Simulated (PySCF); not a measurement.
Stretching CsSr⁻

Set-up: Cs def2-SVPD with ECP46, Sr def2-SVPD with ECP28; scalar-relativistic core potentials (PySCF 2.14). Energies in eV from Cs⁻ + Sr in their ground configurations at the same level. State: ¹Σ⁺ (singlet), closed shell.

| R (Å) | RHF-SCS-MP2 | r²SCAN |
| --- | --- | --- |
| 4.497 | -0.1299 | -0.2731 |
| 4.706 | -0.1817 | -0.3227 |
| 4.915 | -0.2148 | -0.3500 |
| 5.072 | -0.2301 | -0.3599 |
| 5.229 | -0.2390 | -0.3631 |
| 5.386 | -0.2428 | -0.3613 |
| 5.595 | -0.2417 | -0.3534 |
| 5.856 | -0.2338 | -0.3377 |
| 6.170 | -0.2187 | -0.3142 |
| 6.588 | -0.1943 | -0.2805 |

Task: Put a parabola through the three lowest points of the RHF-SCS-MP2 curve and estimate Re, k and ωe (reduced mass 52.91 u; 1 eV/Å² = 0.16022 mdyn/Å; ωe = 1302.8·√(k/μ) cm⁻¹).

Result: Through R = 5.229, 5.386, 5.595 Å the second-order coefficient is 0.0805 eV/Å², so Re ≈ 5.458 Å, k ≈ 0.0258 mdyn/Å and ωe ≈ 29 cm⁻¹. A polynomial fit of higher order to the unrounded RHF-SCS-MP2 energies gives Re = 5.452 Å, k = 0.0231 mdyn/Å, ωe = 27.2 cm⁻¹; anharmonicity and rounding make the difference.

The higher-order fit for each curve: RHF-SCS-MP2: Re = 5.452 Å, ωe = 27.2 cm⁻¹, De = 0.243 eV; r²SCAN: Re = 5.244 Å, ωe = 31.8 cm⁻¹, De = 0.363 eV.

Correlated steps freeze no core orbitals. Closed-shell solutions of metal pairs were not tested for spin polarisation, which can lower them a little. The bond is weak. Basis-set superposition, not corrected here, can be much of De in a small basis, most of all at correlated wavefunction levels. Spin–orbit coupling is left out. For an ion De counts to the pair picked by the measured ionisation energies or electron affinities, which need not be the lowest pair at this level. The highest Kohn–Sham level is positive in this anion. Much of that is self-interaction error, but it also means that the finite basis helps to hold the extra electron.
